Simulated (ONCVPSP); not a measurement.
## Reading a pseudo-wave (cobalt)

Columns: radius, all-electron u(r) and pseudo u(r) of the 3s shell (level -106.35 eV) of cobalt in the configuration [Ne] 3s2 3p6 3d7 4s1.5; PBEsol, scalar-relativistic, ONCV scheme, ONCVPSP 4.0.1.

```
r (bohr)  all-electron  pseudo
   0.068        0.0610  0.1582
   0.135       -0.5738  0.3144
   0.202       -0.6360  0.4703
   0.270       -0.2968  0.6256
   0.338        0.1719  0.7732
   0.405        0.5981  0.9045
   0.473        0.9265  1.0165
   0.540        1.1344  1.0994
   0.608        1.2424  1.1513
   0.675        1.2689  1.1685
   0.742        1.2392  1.1535
   0.810        1.1712  1.1090
   0.878        1.0810  1.0415
   0.945        0.9815  0.9593
   1.013        0.8778  0.8670
   1.080        0.7780  0.7735
   1.148        0.6823  0.6808
   1.215        0.5954  0.5950
   1.283        0.5155  0.5154
   1.350        0.4452  0.4451
   1.418        0.3820  0.3820
   1.485        0.3275  0.3274
   1.553        0.2792  0.2791
   1.620        0.2381  0.2380
   1.688        0.2020  0.2020
   1.755        0.1715  0.1715
```

Q: How many radial nodes do the two functions have?

A: The all-electron 3s function has n − l − 1 = 2; the pseudo-wave has 0, since the states of the same l below it are removed with the core.

Q: At about which radius was the pseudo-wave matched?

A: 1.35 bohr. The columns agree to 0.0005 from 1.22 bohr on; several derivatives are matched, so the curves merge somewhat inside the radius.

Q: Is the pseudo-wave norm-conserving?

A: Yes: the ONCV scheme keeps the norm inside the radius equal to the all-electron one, which fixes the energy derivative of the logarithmic derivative at the level.
